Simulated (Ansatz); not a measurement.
Consider the atomization: `C#[C][GeH2][CH2]Cl` → 3 C• + Cl• + Ge• + 5 H•.

Computed with Ansatz on PBE0-D4/def2-TZVP structures; ΔE is electronic, products minus reactants. CBS: MP2 limit from def2 TZ/QZ plus the TZ coupled-cluster correction, frozen cores. This one scheme is used for every species, atoms too. DFT in def2-TZVPP. B3LYP here is the variant with VWN-RPA as its local correlation; programs differ in this. Open shells (•) are unrestricted, without spin–orbit coupling. Spin–orbit coupling would lower the free atoms: a little for C, Cl; clearly for Ge. For Ge outer-core shells are correlated without core-valence functions, so the limit isn't a true one: a few kJ/mol of doubt a bond, and 10 to 20 or more in all where bonds break to atoms. Scalar relativity is left out up to krypton. Each species was taken in one conformer, which may not be the lowest.

Task: What is ΔE at CCSD(T)/CBS? (Estimate.)

Result: The calculation gave: +37.68 eV.

Task: What do these levels give: r2SCAN-D4, PBE0-D4, B3LYP-D4, B2PLYP, PBE, r2SCAN, PBE0, HF/def2-TZVPP, MP2/def2-TZVPP, SCS-MP2/def2-TZVPP, CCSD(T)/def2-TZVPP, HF/def2-QZVPP? (Estimate.)

Result: Computed: r2SCAN-D4 37.69, PBE0-D4 37.74, B3LYP-D4 37.40, B2PLYP 37.20, PBE 38.17, r2SCAN 37.63, PBE0 37.54, HF/def2-TZVPP 27.19, MP2/def2-TZVPP 37.58, SCS-MP2/def2-TZVPP 37.25, CCSD(T)/def2-TZVPP 36.83, HF/def2-QZVPP 27.20 eV.

Largest T1 diagnostic among the species: 0.011.

The D4 term adds +0.38 eV with B3LYP and +0.20 eV with PBE0; it sums over pairs of atoms, weighted by their polarisabilities, and B3LYP, whose exchange is more repulsive, gets the larger term. In def2-TZVPP, CCSD(T) changes the Hartree–Fock value by +9.64 eV (the triples alone add +0.70 eV) and MP2 by +10.39 eV; breaking electron pairs costs correlation energy, which Hartree–Fock lacks. From PBE to PBE0 (25 % exact exchange), in def2-TZVPP and without D4, ΔE moves by −0.64 eV: exact exchange takes away binding that semilocal exchange gives to molecules.

For atomizations the MP2-based limit and the directly extrapolated one differ by several kJ/mol either way, and by 10 to 25 for some Ge, Se and Sn compounds, so smaller differences from it don't rank the levels.
